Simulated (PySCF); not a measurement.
trans-1,4-dimethylcyclohexane: calculation and literature

Geometry (Å), atoms numbered from 1 in this order:
```xyz
24

C    -2.9287    0.3855   -0.0608
C    -1.4662    0.1031   -0.3684
C    -0.5933    1.3424   -0.1727
C     0.8769    1.0652   -0.4597
C     1.4219   -0.0937    0.3746
C     2.8844   -0.3761    0.0671
C     0.5490   -1.3330    0.1789
C    -0.9211   -1.0558    0.4660
H    -3.0569    0.6841    0.9930
H    -3.3219    1.2015   -0.6872
H    -3.5558   -0.5034   -0.2327
H    -1.3877   -0.1912   -1.4332
H    -0.7035    1.6901    0.8718
H    -0.9597    2.1647   -0.8101
H     1.4793    1.9720   -0.2826
H     1.0012    0.8177   -1.5308
H     1.3434    0.2006    1.4395
H     3.0125   -0.6755   -0.9866
H     3.5114    0.5130    0.2381
H     3.2779   -1.1915    0.6940
H     0.6592   -1.6805   -0.8656
H     0.9155   -2.1552    0.8162
H    -1.0454   -0.8082    1.5371
H    -1.5236   -1.9625    0.2889
```

Level of theory: PBE0-D3(BJ)/def2-SVP structure, NMR shieldings at B97-2/pcSseg-1/GIAO, in PySCF 2.14 (one conformer, non-relativistic, equivalent nuclei averaged, gas phase).

Reference values: measured (solution, not stated in the table (CDCl3 in this author's series); The use of chemical shift calculations in the conformational analysis of substituted benzenes, New J. Chem. 2019 (ESI)).
```tsv
atoms	quantity	reference	computed
H12/H17	δ ¹H	1.26	0.97
H9/H10/H11/H18/H19/H20	δ ¹H	0.86	0.91
```

Computed shifts are σ(ref) − σ with the named reference compound (TMS for H and C) calculated as an isolated molecule at the same level.

Question: How far are the unscaled ¹H shifts from the references?

Answer: Mean signed difference -0.12 ppm, mean absolute 0.17 ppm over 2 comparisons; the largest is -0.29 ppm at H12/H17 (hydrogen on an sp3 CH in a ring).

2 of the 4 published NMR values on file for this molecule are compared.
